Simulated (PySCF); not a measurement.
# Two-component Hartree-Fock for Hf⁶¹⁺ (hafnium, charge +61)

Start: [Ne] 3s1; 3s1/2 filled at m_j = +1/2. Calculated with PySCF 2.14 in an uncontracted even-tempered set (18 s from 19 bohr⁻², ratio 2.4; 14 p from 25 bohr⁻², ratio 2.4; 4 d from 80 bohr⁻², ratio 2.6; 4 f from 120 bohr⁻², ratio 2.6): generalised Hartree-Fock with the X2C-1e Hamiltonian and a Gaussian nucleus; one run each with spin-orbit coupling (SO) switched off, then screened by Boettger's factors.

| spinor shell | electrons | ε, spin-free (eV) | ε, screened SO (eV) | weight of nominal j (screened SO) | rms radius, screened SO (bohr) |
| --- | --- | --- | --- | --- | --- |
| 1s1/2 | 2 | -70880.9 | -70867.4 | 1.000 | 0.0215 |
| 2s1/2 | 2 | -16238.9 | -16235.6 | 1.000 | 0.0853 |
| 2p1/2 | 2 | -14890.4 | -15769.3 | 1.000 | 0.0725 |
| 3s1/2 | 1 | -6679.5 | -6679.0 | 1.000 | 0.203 |

Problem. Where does 2p3/2 lie, and what is the 2p spin-orbit splitting (screened SO)?

Solution. At -14532.9 eV, 1236.4 eV above 2p1/2.

```tsv
quantity	spin-free	screened SO
E (hartree)	-10648.96202	-10661.57894
M_J	1/2	1/2
⟨J²⟩	0.750	0.750
⟨L²⟩	0.000	0.030
⟨S²⟩	0.750	0.780
```

Each row is a mean over spinors that exchange with the open shell spreads, by up to 16.043 eV (2s1/2).

Breit and QED terms are absent; they matter most for the inner s and p1/2 levels.

Densities and radii are taken from the X2C orbitals without a picture-change correction, which distorts them close to the nucleus.

Without spin-orbit coupling the j labels of p, d and f shells carry no meaning; the spin-free column gives the mean over the occupied spinors of each nl shell.
